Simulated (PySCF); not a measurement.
C2H10AlAs.
Geometry (PBE0-D3(BJ)/def2-SVP, Å), atoms numbered from 1 in this order:
```xyz
14
C2H10AlAs angstrom
C     -2.266   -0.133    0.328
C     -1.045    0.211   -0.504
As     0.671   -0.283    0.286
Al     2.766    0.278   -1.126
H     -2.340   -1.216    0.512
H     -3.187    0.179   -0.188
H     -2.247    0.371    1.307
H     -0.972    1.293   -0.702
H     -1.065   -0.283   -1.488
H      0.398   -1.722    0.666
H      0.524    0.313    1.669
H      3.923   -0.229   -0.143
H      2.472    1.853   -1.227
H      2.366   -0.631   -2.387
```

Level of theory: PBE0-D3(BJ)/def2-SVP geometry optimisation, gas phase in PySCF.

Masses are those of the commonest isotopes; rigid-rotor values at the optimised geometry. The values belong to one conformer with, in the numbering `[CH3:1][CH2:2][AsH2+:3][AlH3-:4]`, C1–C2–As3–Al4 180°.

Question: What are A, B and C (GHz)?

Answer: Ia = 55.43, Ib = 343.28, Ic = 379.59 u·Å²; 505379 MHz·u·Å²/I gives 9118, 1472 and 1331 MHz, that is A = 9.1178, B = 1.4722, C = 1.3314 GHz.

Question: Classify the top.

Answer: A near-prolate asymmetric top. Ray's parameter κ = (2B − A − C)/(A − C) = -0.964; −1 is the prolate and +1 the oblate limit.

Question: Is it planar, by Δ = Ic − Ia − Ib?

Answer: Not planar: Δ = Ic − Ia − Ib = -19.11 u·Å². For a rigid frame Δ = −2 Σ m c², so Σ m c² = 9.56 u·Å² lies off the ab plane, practically all of it from hydrogen. The atom farthest from that plane is 1.39 Å away.

Question: Give the other two planar moments, Paa and Pbb, and the rms extents of the mass along the axes.

Answer: Paa = Σ m a² = (Ib + Ic − Ia)/2 = 333.72 and Pbb = Σ m b² = (Ia + Ic − Ib)/2 = 45.87 u·Å². With the mass M = 135.98 u, the rms extents √(P/M) along a, b and c are 1.57, 0.58, 0.27 Å.

Question: Predict some low-J microwave lines.

Answer: The dipole components are |μa| = 5.09 D, |μb| = 0.84 D, |μc| = 0.00 D. The squared components, which scale the intensities, stand as 1.00 : 0.03 : 0.00 (a : b : c). Some lines, for components of 0.1 D or more:

```
type  branch         J(Ka,Kc)    MHz  lower level (cm⁻¹)
   b       Q  1(1,0) ← 1(0,1)   7786               0.094
   b       Q  4(1,3) ← 4(0,4)   8444               0.934
   b       R  2(1,2) ← 1(0,1)  13112               0.094
   a       R  5(4,1) ← 4(4,0)  14022               5.053
   a       R  5(3,3) ← 4(3,2)  14024               3.252
   a       R  5(1,4) ← 4(1,3)  14361               1.216
   b       R  4(1,4) ← 3(0,3)  18231               0.561
   b       Q  2(2,0) ← 2(1,1)  22939               0.545
   b       R  3(2,2) ← 2(1,1)  31347               0.545
   b       R  4(2,3) ← 3(1,2)  33940               0.833
   b       Q  5(3,3) ← 5(2,4)  38597               2.432
   b       R  5(3,2) ← 4(2,3)  52611               1.965
```

Not checked by PBE0-D3(BJ)/def2-SVP frequencies. These are rigid-rotor constants of the computed structure; measured ground-state constants (B0) also hold zero-point vibration. A rigid rotor knows nothing of internal rotation, which can split or shift real lines. Quadrupole hyperfine structure (27Al, 75As) is left out.
